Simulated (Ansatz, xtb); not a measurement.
# Relative energy of two isomers of C4H9B

Structure a is `B[C@@H]1C[C@@H]1C`, a singlet and structure b is `BC1(C)CC1`, a singlet. Both are isolated molecules in the gas phase, relaxed with PBE-D3(BJ)/def2-SVP; the shapes shown needn't be the lowest conformers.

a (Å):

```yaml
atoms:
  - { symbol: C, position_ang: [-0.0395, 1.2395, 1.1276] }
  - { symbol: C, position_ang: [-1.2027, 0.3427, 1.6751] }
  - { symbol: C, position_ang: [-1.1092, 0.6111, 0.2180] }
  - { symbol: C, position_ang: [-0.7905, -0.4877, -0.7718] }
  - { symbol: B, position_ang: [1.3386, 0.6350, 1.4019] }
  - { symbol: H, position_ang: [1.5738, -0.5324, 1.1392] }
  - { symbol: H, position_ang: [2.2117, 1.2929, 1.9411] }
  - { symbol: H, position_ang: [-0.1965, 2.3125, 1.3274] }
  - { symbol: H, position_ang: [-1.9564, 0.8605, 2.2882] }
  - { symbol: H, position_ang: [-0.9348, -0.6637, 2.0356] }
  - { symbol: H, position_ang: [-1.8215, 1.3645, -0.1614] }
  - { symbol: H, position_ang: [-0.0967, -1.2356, -0.3431] }
  - { symbol: H, position_ang: [-0.3211, -0.0778, -1.6897] }
  - { symbol: H, position_ang: [-1.7171, -1.0191, -1.0728] }
```

b (Å):

```json
{"atom": "C", "x (Å)": "-0.4843", "y (Å)": "-0.0007", "z (Å)": "0.6238"}
{"atom": "C", "x (Å)": "-0.0799", "y (Å)": "-0.3351", "z (Å)": "-0.7986"}
{"atom": "C", "x (Å)": "0.5922", "y (Å)": "0.1171", "z (Å)": "1.6710"}
{"atom": "C", "x (Å)": "-0.0158", "y (Å)": "1.4010", "z (Å)": "1.1836"}
{"atom": "B", "x (Å)": "-1.9352", "y (Å)": "0.2133", "z (Å)": "1.0502"}
{"atom": "H", "x (Å)": "-2.2317", "y (Å)": "0.2643", "z (Å)": "2.2317"}
{"atom": "H", "x (Å)": "-2.7886", "y (Å)": "0.4166", "z (Å)": "0.2035"}
{"atom": "H", "x (Å)": "-0.0870", "y (Å)": "-1.4347", "z (Å)": "-0.9462"}
{"atom": "H", "x (Å)": "-0.7837", "y (Å)": "0.1031", "z (Å)": "-1.5341"}
{"atom": "H", "x (Å)": "0.9440", "y (Å)": "0.0215", "z (Å)": "-1.0403"}
{"atom": "H", "x (Å)": "0.3598", "y (Å)": "-0.1895", "z (Å)": "2.7032"}
{"atom": "H", "x (Å)": "1.6219", "y (Å)": "-0.1049", "z (Å)": "1.3479"}
{"atom": "H", "x (Å)": "0.5158", "y (Å)": "2.0257", "z (Å)": "0.4483"}
{"atom": "H", "x (Å)": "-0.6560", "y (Å)": "1.9691", "z (Å)": "1.8797"}
```

Problem. Estimate which is lower in electronic energy at CCSD(T)/def2-SVP + ΔMP2/def2-TZVPP, and by roughly how much.

Solution. Too close to call at this level: CCSD(T)/def2-SVP + ΔMP2/def2-TZVPP gives E(b) − E(a) = +0.33 kcal/mol.

The same difference at several levels:

| level | geometry | E(b) − E(a) (kcal/mol) | departure from the last row (kcal/mol) | job, with rough time for the two |
| --- | --- | --- | --- | --- |
| GFN2-xTB | GFN2-xTB | +5.39 | +5.06 | optimisation, 0.57 s |
| HF/STO-3G | GFN2-xTB | +5.89 | +5.57 | single point, 2 s |
| r2SCAN-D4/def2-SVP | GFN2-xTB | +8.81 | +8.48 | single point, 9.6 s |
| PBE-D3(BJ)/def2-SVP | PBE-D3(BJ)/def2-SVP | +0.43 | +0.10 | optimisation, 3.5 min |
| HF/def2-SVP | PBE-D3(BJ)/def2-SVP | +3.33 | +3.00 | part of the CCSD(T) run |
| MP2/def2-SVP | PBE-D3(BJ)/def2-SVP | +0.51 | +0.18 | part of the CCSD(T) run |
| CCSD(T)/def2-SVP | PBE-D3(BJ)/def2-SVP | +1.03 | +0.70 | single point |
| CCSD(T)/def2-SVP + ΔMP2/def2-TZVPP | PBE-D3(BJ)/def2-SVP | +0.33 |  | single point, 1.7 min |

As drawn, both hold the same kinds of bond in the same numbers.

The largest departure from CCSD(T)/def2-SVP + ΔMP2/def2-TZVPP is that of r2SCAN-D4/def2-SVP, 8.48 kcal/mol. The last row adds to CCSD(T) the change of the MP2 difference between the two basis sets, here −0.70 kcal/mol.

With thermal terms from frequencies at re-optimised GFN2-xTB minima (ideal gas, soft modes damped towards free rotors, one conformer each, 298.15 K, 1 atm): on the last row, ΔE + ΔZPE = +0.15, ΔH = +0.17, ΔG = +0.20 kcal/mol.

The correlated steps freeze 5 core orbitals. Mirror images aren't counted in ΔG. Programs: Ansatz 0.2.0, xtb 6.7.1; the last row on 2 threads of Intel(R) Xeon(R) Processor @ 2.50GHz (Skylake/Cascade Lake) on a shared host.
